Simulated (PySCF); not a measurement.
## Atomic charges by several schemes

Compound: Cu(PH3)(OH) (singlet state).
Structure used (PBE0-D3(BJ)/def2-SVP), in Å, numbered top down from 1:
```
atom  x, y, z in Å
Cu1   -0.036    0.075   -0.969
P2    -0.084    0.093    1.183
H3    -0.799   -0.910    1.890
H4    -0.622    1.219    1.862
H5     1.132   -0.002    1.911
O6    -0.035    0.134   -2.748
H7     0.444   -0.609   -3.128
```

Density: PBE0/pcSseg-1 (pcSseg-2 on Cu) (PySCF); schemes: Mulliken, IAO, Hirshfeld and ESP-fitted. Geometry: PBE0-D3(BJ)/def2-SVP; no solvent, vibrations or thermal averaging.

Do the Mulliken, IAO, Hirshfeld and ESP-fitted schemes agree on where the charge is lowest?

All schemes agree: Mulliken O6 (-0.705); IAO O6 (-1.017); Hirshfeld O6 (-0.496); ESP-fitted O6 (-0.752).

Do the Mulliken, IAO, Hirshfeld and ESP-fitted schemes agree on where the charge is highest?

The schemes don't all agree: Mulliken Cu1 (+0.284); IAO Cu1 (+0.568); Hirshfeld Cu1 (+0.197); ESP-fitted H7 (+0.303).

For which atoms does the sign change between the 4 schemes (beyond +0.03 e in one, beyond −0.03 e in another)?

P2. Atomic charges aren't observables, and each scheme defines them in its own way.

Tabulate the Mulliken, IAO, Hirshfeld and ESP-fitted charges.

In e:

```json
{"atom": "Cu1", "environment": "copper bonded to O and P", "Mulliken": "+0.284", "IAO": "+0.568", "Hirshfeld": "+0.197", "ESP-fitted": "+0.257"}
{"atom": "P2", "environment": "phosphorus bonded to Cu and 3 H", "Mulliken": "-0.052", "IAO": "+0.105", "Hirshfeld": "+0.144", "ESP-fitted": "-0.057"}
{"atom": "H3", "environment": "hydrogen on P2", "Mulliken": "+0.087", "IAO": "+0.007", "Hirshfeld": "+0.019", "ESP-fitted": "+0.075"}
{"atom": "H4", "environment": "hydrogen on P2", "Mulliken": "+0.088", "IAO": "+0.012", "Hirshfeld": "+0.021", "ESP-fitted": "+0.103"}
{"atom": "H5", "environment": "hydrogen on P2", "Mulliken": "+0.087", "IAO": "+0.009", "Hirshfeld": "+0.019", "ESP-fitted": "+0.070"}
{"atom": "O6", "environment": "oxygen bonded to Cu and H", "Mulliken": "-0.705", "IAO": "-1.017", "Hirshfeld": "-0.496", "ESP-fitted": "-0.752"}
{"atom": "H7", "environment": "hydrogen on O6", "Mulliken": "+0.211", "IAO": "+0.316", "Hirshfeld": "+0.098", "ESP-fitted": "+0.303"}
```

Mean size of the charges over all atoms: IAO 0.291 e, ESP-fitted 0.231 e, Mulliken 0.216 e, Hirshfeld 0.142 e. Each set sums to the total charge, 0, to within 0.001 e. The Mulliken scheme counts on each atom the diagonal of the density matrix times the overlap matrix over that atom's basis functions. The Hirshfeld scheme weights the molecular density at each point by an atom's share of the summed free-atom densities.

How many electrons does the Hirshfeld scheme count on P2?

Z − q = 15 − (+0.144) = 14.856.

How closely do the schemes follow one another over all atoms?

Correlation coefficient and root-mean-square difference: Mulliken with ESP-fitted 0.99, 0.042 e; IAO with Hirshfeld 0.97, 0.256 e; Mulliken with IAO 0.97, 0.182 e; IAO with ESP-fitted 0.96, 0.174 e; Mulliken with Hirshfeld 0.94, 0.129 e; Hirshfeld with ESP-fitted 0.93, 0.153 e.
